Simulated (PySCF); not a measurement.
# O⁺: excitation energy

O⁺ [He] 2s2 2p3 (4S) → O⁺ [He] 2s2 2p2 3s1 (4P), as a difference of total energies. Calculation: PySCF 2.14, in aug-cc-pVTZ (5s4p3d2f, 46 functions); the non-relativistic Hamiltonian (point nucleus). Correlated levels: valence: 1s2 frozen. The calculations carry no spin-orbit coupling.

```csv
method,excitation energy (eV),error (eV)
UHF,22.791,-0.196
MP2 (valence),23.166,+0.179
SCS-MP2 (valence),22.960,-0.027
CCSD (valence),22.967,-0.020
CCSD(T) (valence),22.951,-0.036
```

Reference: 22.987 eV (measured; NIST levels, between the centres of gravity of the two terms).

Errors of the correlated levels include the incompleteness of this basis and the frozen core.
